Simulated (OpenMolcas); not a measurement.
Sn II: effect of correlating more closed shells

```json
{
 "Program": "OpenMolcas",
 "Basis": "ANO-RCC-VDZP [6s5p3d1f]",
 "Scalar Hamiltonian": "DKH2, point nucleus",
 "Active space": "3 electrons in 4 orbitals (5s 5p)",
 "State averaging": "2S+1 = 4 odd, 1 root; 2S+1 = 2 odd, 3 roots; 2S+1 = 4 even, 3 roots; 2S+1 = 2 even, 9 roots",
 "Spin-orbit coupling": "RASSI with atomic mean-field integrals over the reference wave functions, term energies averaged over their components"
}
```

Methods on the same reference wave functions:
A. CASSCF
B. SS-CASPT2, IPEA 0.25 Eh, imaginary shift 0.1 Eh (closed shells correlated: 4d)
C. SS-CASPT2, IPEA 0.25 Eh, imaginary shift 0.1 Eh (closed shells correlated: 4s 4p 4d)

Energies in cm-1 above 5s2 5p 2P* 1/2, the measured ground level; measured values from NIST Handbook of Basic Atomic Spectroscopic Data.

```tsv
Level	A	B	C	Measured
5s2 5p 2P* 1/2	0.0	0.0	0.0	0.0
5s2 5p 2P* 3/2	4255	4260	4260	4251
5s 5p2 4P 1/2	38937	44800	45340	46464
5s 5p2 4P 3/2	40669	46560	47100	48368
5s 5p2 4P 5/2	43056	48900	49440	50730
5s 5p2 2D 3/2	66060	65350	65770	58844
5s 5p2 2D 5/2	66321	65720	66130	59463
5s 5p2 2S 1/2 [54 %]	78154	77540	77870	
5s 5p2 2P 1/2 [55 %]	87247	81590	81910	
5s 5p2 2P 3/2	89447	82480	82830
```

Deviations, from unrounded energies. A percentage is the sum of absolute deviations over the sum of measured energies, with the sign that they share, or ± where signs differ.

```json
{"Against measurement": "mean absolute deviation (cm-1)", "Levels": "6", "A": "6200", "B": "3000", "C": "2900"}
{"Against measurement": "fine structure of the ground term (%)", "Levels": "1", "A": "+0.1", "B": "+0.1", "C": "+0.1"}
{"Against measurement": "other configurations (%)", "Levels": "5", "A": "±14.0", "B": "±6.8", "C": "±6.5"}
```

B, C lie about equally close to measurement and A furthest from it. The largest miss of C in the table is 5s 5p2 2D 3/2, by +6900 cm-1. The ranking rests on the paired levels alone, and a cruder setting can come out closer through cancelling errors.

Between B and C the level of the table that moves most is 5s 5p2 4P 3/2, by 540 cm-1 (lowest in B, highest in C). Moves below CASPT2's spread within the term are not significant.

The mean deviations of B to C differ by less than CASPT2's widest spread within a term (200 cm-1), so their order carries little weight.

The lowest spin-free term lies below A's lowest term by 0.336 hartree in B, 0.409 hartree in C.

What an inner shell adds also hangs on whether the basis holds functions to correlate it.

CASPT2 breaks the degeneracy within a term, and the mean is taken; among the terms shown or strongly mixed into the levels shown the widest spread is 200 cm-1 (5s 5p2 2D, C). Terms of s pⁿ other than that of highest spin mix with s² pⁿ⁻² d, which this space lacks; all of them can be thousands of cm-1 off, and some have no real level of that name. Measured partners are found by configuration, term and J. A level has none where our copy of the source lacks it or the pairing is in doubt (some pairs that miss far off the trend of their configuration count as doubtful), and it then counts in no deviation. Levels of configurations outside the active space are missing. Levels that lie high or do not pair safely by name in every column are left out.

A share in square brackets marks a mixed level and gives the weight of the term that names it, the lowest over the columns. * marks odd parity.
